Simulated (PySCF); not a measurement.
# Electron affinity of Se by level of theory

Se⁻ [Ar] 3d10 4s2 4p5 (2P) → Se [Ar] 3d10 4s2 4p4 (3P), as a difference of total energies. Calculation: PySCF 2.14, in x2c-TZVPPall with one added diffuse shell each of s, p, d type (7s6p5d1f, 57 functions); scalar relativity by spin-free X2C-1e. Correlated levels: valence: [Ar] 3d10 frozen. The calculations carry no spin-orbit coupling.

| method | electron affinity (eV) | plus first-order spin-orbit estimate | error of that sum (eV) |
| --- | --- | --- | --- |
| UHF | 0.929 | 0.915 | -1.106 |
| MP2 (valence) | 1.803 | 1.788 | -0.233 |
| SCS-MP2 (valence) | 1.798 | 1.784 | -0.237 |
| CCSD (valence) | 1.784 | 1.769 | -0.252 |
| CCSD(T) (valence) | 1.846 | 1.831 | -0.190 |

Reference: 2.021 eV (measured; photodetachment measurements, as compiled on the Wikipedia data page of electron affinities).

A first-order spin-orbit estimate (lowest level to lowest level, LS coupling) adds -0.015 eV.

Errors of the correlated levels include the incompleteness of this basis and the frozen core.
